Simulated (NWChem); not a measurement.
System: CH₄OSSe; SMILES CS[Se]O

```xyz
8

Se     0.3664    -0.8025    -0.1231
O     -1.2774    -1.5412     0.2795
H     -1.2045    -1.8180     1.2165
S      0.2597     1.2580     0.6131
C     -0.6199     2.1560    -0.7230
H     -0.0678     2.0820    -1.6787
H     -0.6706     3.2168    -0.4040
H     -1.6454     1.7579    -0.8376
```
Atoms are numbered in this order, from 1.

Program: NWChem. Coordinates come from a PBE-D3(BJ)/def2-SVP optimisation. B3LYP is NWChem's, with the RPA form of VWN correlation. Vzz is the largest principal value of the second derivative of the potential at the nucleus (NWChem prints the opposite sign); η is the asymmetry. Non-relativistic.

For level Hartree-Fock/def2-TZVP:

| Quantity | Result |
|---|---|
| Vzz Se1 (a.u.) | -8.483 |
| η Se1 | 0.55 |
| Vzz O2 (a.u.) | -1.881 |
| Vzz S4 (a.u.) | -2.983 |

**Question.** What are these values for level B3LYP/cc-pVTZ?

**Answer.** 
- Vzz Se1 (a.u.): -7.961
- η Se1: 0.45
- Vzz O2 (a.u.): -1.713
- Vzz S4 (a.u.): -2.500
